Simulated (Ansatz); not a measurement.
Relaxation of BClF3H (6 atoms, charge 0, multiplicity 1), to a largest force component of 0.02 eV/Å in at most 40 steps.

Computed with RKS PBE0/def2-SVP (Ansatz).

```xyz
6
Properties=species:S:1:pos:R:3
Cl -0.236 -0.179 -2.249
H 0.421 0.235 -3.267
F -1.012 -0.700 0.839
B -0.045 -0.014 1.379
F -0.259 0.660 2.471
F 1.132 -0.002 0.829
```

Task: Where does it end, and by what steps?

Result: The forces met the threshold. After 24 steps the energy has fallen by 0.149 eV; H2 moved furthest, 1.26 Å.

```
step  energy less start (eV)  largest force component (eV/Å)  accepted
   0                  0.0000                           0.551       yes
   1                  0.0077                           0.592        no
   2                 -0.0114                           0.337       yes
   3                 -0.0207                           0.060       yes
   4                 -0.0165                           0.505        no
   5                 -0.0248                           0.168       yes
   6                 -0.0232                           0.354        no
   7                 -0.0280                           0.090       yes
   8                 -0.0308                           0.054       yes
   9                 -0.0347                           0.065       yes
  10                 -0.0409                           0.131       yes
  11                 -0.0495                           0.260       yes
  12                 -0.0631                           0.401       yes
  13                 -0.0679                           0.704       yes
  14                 -0.0360                           1.239        no
  15                 -0.0986                           0.587       yes
  16                 -0.1142                           0.508       yes
  17                 -0.1322                           0.360       yes
  18                 -0.1404                           0.448       yes
  19                 -0.1454                           0.341       yes
  20                 -0.1473                           0.133       yes
  21                 -0.1456                           0.245        no
  22                 -0.1483                           0.055       yes
  23                 -0.1485                           0.030       yes
  24                 -0.1486                           0.001       yes
```

```xyz
6
Properties=species:S:1:pos:R:3
Cl -0.638 0.306 -1.925
H 0.636 0.150 -2.029
F -0.772 -1.169 1.101
B -0.012 -0.110 0.966
F -0.442 1.068 1.348
F 1.227 -0.246 0.539
```

Run time: 38 s on 1 thread of Intel(R) Xeon(R) 6975P-C (Granite Rapids), with other jobs on the host, peak memory 0.18 GiB.
